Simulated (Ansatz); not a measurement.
`[AlH2][CH2]Cl` + `OB1CC1` → `[AlH2][O]B1CC1` + `CCl`  (ligand exchange at the Al–C bond)

Calculated with Ansatz (gas phase, PBE0-D4/def2-TZVP geometries, no zero-point term in ΔE). CBS: MP2 limit from def2 TZ/QZ plus the TZ coupled-cluster correction, frozen cores. This one scheme is used for every species. DFT in def2-TZVPP. B3LYP here is the variant with VWN-RPA as its local correlation; programs differ in this. Each species was taken in one conformer, which may not be the lowest.

`[AlH2][CH2]Cl`:

Cartesian coordinates in Å:
```
Al 0.446 0.700 -0.754
C -0.201 -0.576 0.599
Cl -1.983 -0.517 0.772
H -0.568 1.601 -1.566
H 2.015 0.778 -0.987
H 0.226 -0.379 1.586
H 0.065 -1.607 0.351
```

`OB1CC1`:

```xyz
9

O     1.752    0.581    0.844
B     0.613    0.155    0.280
C    -0.817    0.415   -0.175
C    -0.135   -0.992   -0.367
H     1.711    1.501    1.122
H    -1.635    0.459    0.539
H    -1.026    0.976   -1.081
H    -0.536   -1.806    0.230
H     0.073   -1.289   -1.391
```

`[AlH2][O]B1CC1`:

Cartesian coordinates in Å:
```
Al 0.942 2.441 0.945
O 0.373 0.961 0.375
B -0.076 -0.199 -0.076
C -1.139 -1.290 -0.039
C 0.102 -1.397 -1.001
H 1.905 2.407 2.192
H 0.464 3.735 0.183
H -2.106 -1.150 -0.515
H -1.179 -2.008 0.776
H 0.821 -2.181 -0.775
H -0.106 -1.320 -2.065
```

`CCl`:

```xyz
5

C     0.079   -0.111    0.052
Cl   -0.880    1.238   -0.584
H     0.383   -0.744   -0.778
H    -0.535   -0.675    0.751
H     0.953    0.292    0.559
```

```tsv
level	ΔE (kJ/mol)	difference from CCSD(T)/CBS
PBE-D4	-143.8	11.9
PBE0-D4	-147.8	7.9
B3LYP-D4	-159.2	-3.5
PBE	-144.4	11.3
PBE0	-148.1	7.6
B3LYP	-160.3	-4.6
HF/def2-TZVPP	-173.8	-18.1
CCSD(T)/def2-TZVPP	-155.9	-0.2
HF/def2-QZVPP	-175.2	-19.5
CCSD/CBS(def2)	-158.3	-2.6
CCSD(T)/CBS	-155.7	0
```

Largest T1 diagnostic among the species: 0.013.

From PBE to PBE0 (25 % exact exchange), in def2-TZVPP and without D4, ΔE moves by −3.7 kJ/mol. In def2-TZVPP, CCSD(T) changes the Hartree–Fock value by +17.9 kJ/mol (the triples alone add +2.5 kJ/mol) and MP2 by +15.0 kJ/mol.
